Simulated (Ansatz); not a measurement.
Consider the formal exchange of groups at a B–O bond: `NB(F)[O][GeH3]` + `CC1CO1` → `CB(N)F` + `[GeH3][O]C1CO1`.

Isolated molecules relaxed with PBE0-D4/def2-TZVP in Ansatz; ΔE leaves out vibrations. CBS: MP2 limit from def2 TZ/QZ plus the TZ coupled-cluster correction, frozen cores. For Ge outer-core shells are correlated without core-valence functions, which leaves a few kJ/mol of doubt a bond. Scalar relativity is left out up to krypton. Each species was taken in one conformer, which may not be the lowest.

| species | CCSD(T)/CBS(def2) energy (Eh) |
| --- | --- |
| `NB(F)[O][GeH3]` | -2333.75991 |
| `CC1CO1` | -192.89474 |
| `CB(N)F` | -220.47660 |
| `[GeH3][O]C1CO1` | -2306.12135 |

Work out ΔE.

ΔE = (-220.47660) + (-2306.12135) − (-2333.75991) − (-192.89474) = 0.05670 Eh = +35.6 kcal/mol.

Largest T1 diagnostic among the species: 0.012.

In def2-TZVPP, CCSD(T) changes the Hartree–Fock value by −2.8 kcal/mol (the triples alone add −0.6 kcal/mol) and MP2 by −1.9 kcal/mol. From PBE to PBE0 (25 % exact exchange), in def2-TZVPP and without D4, ΔE moves by +1.8 kcal/mol.
